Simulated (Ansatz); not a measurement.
H2ClO, charge +1, singlet, geometry from GFN2-xTB, atoms displaced at random by about 0.05 Å a coordinate; B3LYP/def2-SVP (Ansatz, a program for electronic structure).

Ansatz was given this input:
Ansatz 0.2 input:
```yaml
crystal:
  periodic: [false, false, false]
  atoms:
    - {symbol: O, position_ang: [-0.04986535, 1.02503204, -0.10064393]}
    - {symbol: H, position_ang: [-1.03862660, 1.33300409, 0.04087757]}
    - {symbol: Cl, position_ang: [0.07023125, -0.70283115, -0.03965592]}
    - {symbol: H, position_ang: [0.58670933, 1.48613241, 0.60083826]}
basis:
  gaussian:
    orbitals: def2-SVP
hamiltonian:
  xc: b3lyp
total_charge: 1
relax: {f_tol: 0.0005}
```

It wrote (shortened):

```
Functional definition: B3LYP
424 factors; integrals over basis functions are off by at most 2.4e-4 eV
mean field evaluation 1: about -14577.9811 eV, gradient 6.7e1 eV
mean field evaluation 2: about -14560.8035 eV, gradient 1.1e2 eV
mean field evaluation 4: about -14585.6799 eV, gradient 2.9e0 eV
mean field evaluation 8: about -14585.6993 eV, gradient 3.7e-2 eV
mean field -14585.69928746 eV, -536.0145622722 hartree, gradient 1.6e-5 eV, S^2 0.000000; 0 other end points of the search recorded, 0 dependent functions left out
the calculation of the forces begins
reference -14585.69942702 eV, -536.0145674007 hartree; 13, 13 occupied and 29, 29 virtual orbitals, 424 factors
relax step   1: F+E_penalty+E_count = -14585.69928746 eV  Δ(F+E_penalty+E_count) = +0.000e0 eV  max|allowed force component| = 2.061e0 eV/Å  Δτ_max = 0.0000 Å  (23 SCF iters, accepted)
these checks for a lower state are left out or cut short: starts, cluster_reference, orbital_swaps, neighbouring_geometries, increment
424 factors; integrals over basis functions are off by at most 2.1e-4 eV
mean field evaluation 16: about -14585.8007 eV, gradient 3.2e0 eV
mean field -14585.82263891 eV, -536.0190953543 hartree, gradient 2.8e-5 eV, S^2 0.000000; 0 other end points of the search recorded, 0 dependent functions left out
the calculation of the forces begins
reference -14585.82277625 eV, -536.0191004014 hartree; 13, 13 occupied and 29, 29 virtual orbitals, 424 factors
relax step   2: F+E_penalty+E_count = -14585.82263891 eV  Δ(F+E_penalty+E_count) = -1.234e-1 eV  max|allowed force component| = 9.850e-1 eV/Å  Δτ_max = 0.0377 Å  (23 SCF iters, accepted)
these checks for a lower state are left out or cut short: starts, cluster_reference, orbital_swaps, neighbouring_geometries, increment
424 factors; integrals over basis functions are off by at most 2.0e-4 eV
mean field -14585.83988030 eV, -536.0197289635 hartree, gradient 3.2e-5 eV, S^2 0.000000; 0 other end points of the search recorded, 0 dependent functions left out
the calculation of the forces begins
reference -14585.84001748 eV, -536.0197340048 hartree; 13, 13 occupied and 29, 29 virtual orbitals, 424 factors
relax step   3: F+E_penalty+E_count = -14585.83988030 eV  Δ(F+E_penalty+E_count) = -1.724e-2 eV  max|allowed force component| = 2.274e-1 eV/Å  Δτ_max = 0.0235 Å  (23 SCF iters, accepted)
these checks for a lower state are left out or cut short: starts, cluster_reference, orbital_swaps, neighbouring_geometries, increment
424 factors; integrals over basis functions are off by at most 2.0e-4 eV
mean field -14585.84231099 eV, -536.0198182899 hartree, gradient 2.8e-5 eV, S^2 0.000000; 0 other end points of the search recorded, 0 dependent functions left out
the calculation of the forces begins
reference -14585.84244820 eV, -536.0198233322 hartree; 13, 13 occupied and 29, 29 virtual orbitals, 424 factors
relax step   4: F+E_penalty+E_count = -14585.84231099 eV  Δ(F+E_penalty+E_count) = -2.431e-3 eV  max|allowed force component| = 4.974e-2 eV/Å  Δτ_max = 0.0106 Å  (23 SCF iters, accepted)
these checks for a lower state are left out or cut short: starts, cluster_reference, orbital_swaps, neighbouring_geometries, increment
424 factors; integrals over basis functions are off by at most 2.0e-4 eV
mean field evaluation 32: about -14585.8423 eV, gradient 2.1e-1 eV
mean field -14585.84240101 eV, -536.0198215980 hartree, gradient 7.4e-6 eV, S^2 0.000000; 0 other end points of the search recorded, 0 dependent functions left out
the calculation of the forces begins
reference -14585.84253821 eV, -536.0198266401 hartree; 13, 13 occupied and 29, 29 virtual orbitals, 424 factors
relax step   5: F+E_penalty+E_count = -14585.84240101 eV  Δ(F+E_penalty+E_count) = -9.002e-5 eV  max|allowed force component| = 3.599e-3 eV/Å  Δτ_max = 0.0023 Å  (22 SCF iters, accepted)
these checks for a lower state are left out or cut short: starts, cluster_reference, orbital_swaps, neighbouring_geometries, increment
424 factors; integrals over basis functions are off by at most 2.0e-4 eV
mean field -14585.84240366 eV, -536.0198216955 hartree, gradient 1.2e-5 eV, S^2 0.000000; 0 other end points of the search recorded, 0 dependent functions left out
the calculation of the forces begins
reference -14585.84254086 eV, -536.0198267374 hartree; 13, 13 occupied and 29, 29 virtual orbitals, 424 factors
relax step   6: F+E_penalty+E_count = -14585.84240366 eV  Δ(F+E_penalty+E_count) = -2.655e-6 eV  max|allowed force component| = 8.576e-4 eV/Å  Δτ_max = 0.0005 Å  (19 SCF iters, accepted)
these checks for a lower state are left out or cut short: starts, cluster_reference, orbital_swaps, neighbouring_geometries, increment
424 factors; integrals over basis functions are off by at most 2.0e-4 eV
mean field -14585.84240385 eV, -536.0198217024 hartree, gradient 1.1e-5 eV, S^2 0.000000; 0 other end points of the search recorded, 0 dependent functions left out
the calculation of the forces begins
reference -14585.84254104 eV, -536.0198267442 hartree; 13, 13 occupied and 29, 29 virtual orbitals, 424 factors
relax step   7: F+E_penalty+E_count = -14585.84240385 eV  Δ(F+E_penalty+E_count) = -1.866e-7 eV  max|allowed force component| = 9.896e-5 eV/Å  Δτ_max = 0.0002 Å  (16 SCF iters, accepted)
424 factors; integrals over basis functions are off by at most 2.0e-4 eV
mean field -14585.84240385 eV, -536.0198217024 hartree, gradient 1.1e-5 eV, S^2 0.000000; 1 other end points of the search recorded, 0 dependent functions left out
the calculation of the forces begins
reference -14585.84254104 eV, -536.0198267442 hartree; 13, 13 occupied and 29, 29 virtual orbitals, 424 factors
Total energy: -14585.84254104 eV, -536.0198267442 hartree
Atom 0 at    -0.057600     1.047270    -0.086650 Å, force     0.000068    -0.000016    -0.000065 eV/Å
Atom 1 at    -0.994766     1.336772     0.048814 Å, force    -0.000099     0.000050     0.000025 eV/Å
Atom 2 at     0.076076    -0.711246    -0.037546 Å, force     0.000005    -0.000084    -0.000005 eV/Å
Atom 3 at     0.544739     1.468541     0.576798 Å, force     0.000025     0.000050     0.000046 eV/Å
Dipole moment:    -0.176098     0.734367     0.330195 e Å
```
